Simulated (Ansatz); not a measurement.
Start from `[SiH3]OB1N[SiH2]1` and change one atom or group to get `OB1N[SiH2]1`.

Ansatz, PBE0-D4/def2-TZVP geometries, multiplicity 1. Each molecule was computed in one conformer, which needn't be the lowest.

```json
{"property": "HOMO–LUMO gap (ωB97M-V/def2-TZVPP) / eV", "`[SiH3]OB1N[SiH2]1`": "10.39"}
{"property": "size of the dipole moment (PBE/def2-TZVPP) / D", "`[SiH3]OB1N[SiH2]1`": "0.56"}
{"property": "size of the dipole moment (B3LYP/def2-TZVPP) / D", "`[SiH3]OB1N[SiH2]1`": "0.37"}
{"property": "HOMO–LUMO gap (PBE/def2-TZVPP) / eV", "`[SiH3]OB1N[SiH2]1`": "4.69"}
{"property": "LUMO energy (PBE0/def2-TZVPP) / eV", "`[SiH3]OB1N[SiH2]1`": "-0.29"}
{"property": "HOMO energy (B3LYP/def2-TZVPP) / eV", "`[SiH3]OB1N[SiH2]1`": "-6.75"}
```

(1) What does the change do to each property? (Estimate.)

## Answers

(1) Computed: 
```
                                        property  `OB1N[SiH2]1`  shift
         HOMO–LUMO gap (ωB97M-V/def2-TZVPP) / eV          10.49   0.10
  size of the dipole moment (PBE/def2-TZVPP) / D           2.43   1.87
size of the dipole moment (B3LYP/def2-TZVPP) / D           2.34   1.97
             HOMO–LUMO gap (PBE/def2-TZVPP) / eV           4.82   0.13
              LUMO energy (PBE0/def2-TZVPP) / eV          -0.27   0.02
             HOMO energy (B3LYP/def2-TZVPP) / eV          -6.86  -0.11
```

Dipoles are sizes alone; their direction can turn.

B3LYP here is the variant with VWN-RPA as its local correlation; programs differ in this.
